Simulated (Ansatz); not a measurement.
System: CH$_{4}$Si (charge 0, singlet). SMILES: C=[SiH2]
Coordinates optimised at B3LYP-D3(BJ)/def2-TZVP (Ansatz, a quantum-chemistry and plane-wave program):
```xyz
6

C     -1.1498    -0.0548    -0.0450
Si     0.5479     0.0261     0.0215
H     -1.7685     0.8316    -0.0996
H     -1.6839    -0.9961    -0.0356
H      1.3979    -1.1745     0.0958
H      1.2833     1.3023     0.0091
```
Charge 0, spin multiplicity 1.

Property: atomisation energy, in kcal/mol. Set-up: spin-orbit terms left out; 6-311+G** with 5d, 6d on Na to Ar in Ansatz; UHF or UKS for open shells; dispersion terms only where a functional's name holds one; LANL2DZ with its own core potentials from Na on; atomisation electronic, to ground-state atoms; six Cartesian d functions in 6-31G* and its kin unless marked 5d; non-relativistic. First-principles rows: single points at B3LYP-D3(BJ) geometries (Ansatz).

| level | program | atomisation energy (kcal/mol) |
|---|---|---|
| B3LYP/STO-3G | Ansatz | 579.1 |
| B3LYP/3-21G | Ansatz | 441.4 |
| B3LYP/LANL2DZ | Ansatz | 447.9 |
| B3LYP/6-31G | Ansatz | 434.9 |
| B3LYP/6-31G* | Ansatz | 453.4 |
| B3LYP/6-31+G* | Ansatz | 452.3 |
| B3LYP/6-31G** | Ansatz | 457.2 |
| B3LYP/def2-SVP | Ansatz | 456.3 |
| B3LYP/cc-pVDZ | Ansatz | 446.9 |
| B3LYP/6-311+G** | Ansatz | 454.3 |
| B3LYP/def2-TZVPD | Ansatz | 458.4 |

No value to compare with is used here. The 10 habitual levels span 434.9 (B3LYP/6-31G) to 579.1 kcal/mol (B3LYP/STO-3G); B3LYP/def2-TZVPD gives 458.4.

The sets are all those run for this method; runs whose electronic state is in doubt are left out.
